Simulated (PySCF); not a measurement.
H₄O₃STi, multiplicity 1. Atoms are numbered in the order given.

```xyz
9

Ti     0.3425     0.1432     0.0478
O      1.2734    -0.2103    -1.4334
H      0.9788    -0.3569    -2.3407
O      1.1509    -0.6631     1.4252
H      1.1415    -0.4086     2.3570
O      0.1178     1.8861     0.3104
H      0.3136     2.6921    -0.1818
S     -1.8086    -0.7005    -0.2048
H     -1.3681    -1.9713    -0.0288
```
Charge 0, spin multiplicity 1.

Geometry: B3LYP-D3(BJ)/def2-SVP. The multiplicity is an assumed one; no other spin state was optimised. The structure was generated by enumeration; whether it is a known compound was not checked. The values are those of a single conformer.

All values below come from PySCF with PBE/pcSseg-1.

GIAO shieldings, no solvent; atoms listed in one row are averaged. δ = σ(ref) − σ: ¹⁷O against H2O (σ = 334.3 ppm); ¹H against TMS (σ = 31.49 ppm); ³³S against H2S (σ = 706.5 ppm), references at their B3LYP-D3(BJ)/def2-TZVP geometries, non-relativistic.

```tsv
nucleus	atoms	count	δ (ppm)
¹⁷O	O4	1	375.1
¹⁷O	O6	1	363.3
¹⁷O	O2	1	353.4
¹H	H5	1	8.84
¹H	H7	1	8.40
¹H	H3	1	8.17
¹H	H9	1	4.36
³³S	S8	1	386.8
```
